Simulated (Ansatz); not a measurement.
Calculation: Ansatz (an electronic-structure program) with frozen-core CCSD(T)/cc-pVTZ // B3LYP-D3(BJ)/def2-TZVP.

Ansatz 0.2 input:
```yaml
crystal:
  periodic: [false, false, false]
  atoms:
    - { symbol: Br, position_ang: [-1.871045, -1.21992, -0.150166] }
    - { symbol: Al, position_ang: [-0.000085, -0.000033, -0.00024] }
    - { symbol: Br, position_ang: [1.988384, -1.015542, 0.162108] }
    - { symbol: Br, position_ang: [-0.117255, 2.235497, -0.011702] }
basis:
  gaussian: { orbitals: cc-pVTZ }
correlation:
  method: ccsd_t
```

Output:

```
Functional definition: HF
1066 factors; integrals over basis functions are off by at most 1.0e-3 eV
mean field evaluation 1: about -216589.0410 eV, gradient 1.7e1 eV
mean field evaluation 2: about -216589.0908 eV, gradient 1.7e1 eV
mean field evaluation 4: about -216590.1531 eV, gradient 1.5e0 eV
mean field evaluation 8: about -216590.1695 eV, gradient 1.7e-5 eV
mean field evaluation 16: about -216590.0731 eV, gradient 1.5e0 eV
mean field -216590.16948079 eV, -7959.5419183291 hartree, gradient 1.3e-6 eV, S^2 0.000000; 0 other end points of the search recorded, 0 dependent functions left out
32 core orbitals not correlated
reference -216590.16948079 eV, -7959.5419183291 hartree; 27, 27 occupied and 104, 104 virtual orbitals, 1066 factors
second order -19.91576816 eV of doubles, -0.00000000 eV of singles
cycle   1  -20.17716559 eV  change   -2.6e-1 eV  update   8.3e-2
cycle   2  -20.60097368 eV  change   -4.2e-1 eV  update   2.1e-2
cycle   3  -20.65728606 eV  change   -5.6e-2 eV  update   1.1e-2
cycle   4  -20.64273969 eV  change    1.5e-2 eV  update   2.7e-3
cycle   5  -20.64330708 eV  change   -5.7e-4 eV  update   1.0e-3
cycle   6  -20.64317229 eV  change    1.3e-4 eV  update   2.4e-4
cycle   7  -20.64302778 eV  change    1.4e-4 eV  update   7.6e-5
cycle   8  -20.64306828 eV  change   -4.0e-5 eV  update   2.3e-5
perturbative correction -0.81733406 eV, -0.0300364725 hartree
Total energy: -216611.62988312 eV, -7960.3305735686 hartree
```

Cost: roughly 2.9 core-minutes.
